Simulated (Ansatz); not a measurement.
Calculated with Ansatz (gas phase, PBE0-D4/def2-TZVP geometries, no zero-point term in ΔE). CBS: MP2 limit from def2 TZ/QZ plus the TZ coupled-cluster correction, frozen cores. Functionals use def2-TZVPP. Elements past krypton have def2 core potentials. For Te outer-core shells are correlated without core-valence functions, which leaves a few kJ/mol of doubt a bond. Each species was taken in one conformer, which may not be the lowest.

Consider the formal exchange of groups at the Al–Si bond: `O[SiH2][AlH2]` + `CC[TeH]` → `[AlH2][CH2]C[TeH]` + `O[SiH3]`.

**Question.** Is it downhill or uphill in electronic energy at CCSD(T)/CBS, and by how much? (An estimate is asked.)

**Answer.** Computed: Nearly level: ΔE = +0.2 kcal/mol.

**Question.** What do these levels give: r2SCANh-D4, r2SCAN, PBE0, CAM-B3LYP, HF/def2-SVP, MP2/def2-QZVPP? (Estimate.)

**Answer.** The calculation gave: r2SCANh-D4 0.8, r2SCAN 0.9, PBE0 2.8, CAM-B3LYP 0.5, HF/def2-SVP 0.6, MP2/def2-QZVPP -2.0 kcal/mol.

Largest T1 diagnostic among the species: 0.012.

Leaving LDA and LC-ωPBE aside and taking each functional with its dispersion term where it has one, the values, not all of them listed here, spread over 3.7 kcal/mol, from ωB97M-V to PBE-D4. LDA lies −1.2 kcal/mol from PBE without D4.
